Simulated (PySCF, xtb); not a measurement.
CH6ClFSi3, SMILES F[Si@]1(Cl)C[SiH2][SiH2]1.

xtb with GFN2-xTB at its own geometry gives an orbital gap of 3.64 eV and a dipole moment of 2.46 D.

Geometry optimised at PBE-D3(BJ)/def2-SVP. The structure was generated by enumeration; whether it is a known compound was not checked.

**Question.** What does PySCF with PBE/def2-TZVP give? (The exact figures need the calculation; the answer reports its results.)

**Answer.** gap 4.48 eV (levels -6.55 and -2.07 eV), dipole 2.02 D.
